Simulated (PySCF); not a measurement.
# Mayer bond orders and bond lengths

C5H12FNSi2.
Atom-mapped SMILES: `[CH3:1][SiH2:2][CH2:3][C@@H:4]([CH2:5][F:6])[SiH2:7][C:8]#[N:9]` (hydrogens: H10, H11, H12 on C1; H13, H14 on Si2; H15, H16 on C3; H17 on C4; H18, H19 on C5; H20, H21 on Si7)

Structure used (GFN2-xTB), in Å, numbered top down from 1:
```xyz
21
C5H12FNSi2 angstrom
C      3.3220    0.4404    0.2072
Si     1.8125   -0.1760   -0.7579
C      0.2685    0.0832    0.3354
C     -1.0705   -0.1228   -0.3780
C     -1.2107   -1.5637   -0.8389
F     -2.4780   -1.7933   -1.3286
Si    -2.5551    0.3438    0.7412
C     -2.2077    2.1025    1.2734
N     -1.9885    3.1778    1.6021
H      3.4638   -0.1221    1.1257
H      4.2267    0.3362   -0.3829
H      3.2228    1.4883    0.4757
H      1.6437    0.5802   -2.0051
H      1.9845   -1.6008   -1.0786
H      0.3145   -0.5765    1.2052
H      0.2951    1.1030    0.7272
H     -1.0894    0.5127   -1.2704
H     -0.5148   -1.8105   -1.6465
H     -1.0690   -2.2631   -0.0081
H     -2.5460   -0.4663    1.9635
H     -3.8335    0.3440    0.0379
```

Bond orders from the PBE0/pcSseg-1 density (PySCF). Geometry: GFN2-xTB, one conformer, isolated molecule.

(1) How far do the computed orders between heavy atoms stray from the drawn ones?

(2) Give the Mayer order of every bond, beside its length.

Answers

(1) The largest departure is 0.188, at Si7–C8 (drawn single, 0.812). Drawn single, order below 0.88: C5–F6 (0.865), C4–Si7 (0.878) and Si7–C8 (0.812).

(2) 
```tsv
bond	drawn as	length (Å)	Mayer order
C1–Si2	single	1.895	0.969
Si2–C3	single	1.909	0.883
C3–C4	single	1.531	1.002
C4–C5	single	1.519	1.011
C5–F6	single	1.378	0.865
C4–Si7	single	1.917	0.878
Si7–C8	single	1.870	0.812
C8–N9	triple	1.146	2.928
C1–H10	single	1.086	0.957
C1–H11	single	1.085	0.960
C1–H12	single	1.086	0.956
Si2–H13	single	1.468	0.950
Si2–H14	single	1.471	0.943
C3–H15	single	1.093	0.935
C3–H16	single	1.093	0.930
C4–H17	single	1.096	0.920
C5–H18	single	1.094	0.947
C5–H19	single	1.095	0.951
Si7–H20	single	1.466	0.953
Si7–H21	single	1.459	0.952
```

By pair of heavy elements: C–Si: lowest Si7–C8 (0.812, 1.870 Å), highest C1–Si2 (0.969, 1.895 Å); in 3 of the 6 pairs the longer bond (by over 0.003 Å) has the higher order (by 0.02 or more). C–C: all 2 within 0.02 of one another (1.002 to 1.011).

Q: Sum the orders of all bonds at each heavy atom with more than one neighbour and set the sums beside the valence in the SMILES.

A: C1 3.842 (drawn 4), Si2 3.745 (drawn 4), C3 3.750 (drawn 4), C4 3.811 (drawn 4), C5 3.774 (drawn 4), Si7 3.595 (drawn 4), C8 3.740 (drawn 4). Orders between atoms that aren't bonded are not in these sums.

Mayer orders depend on the basis set.
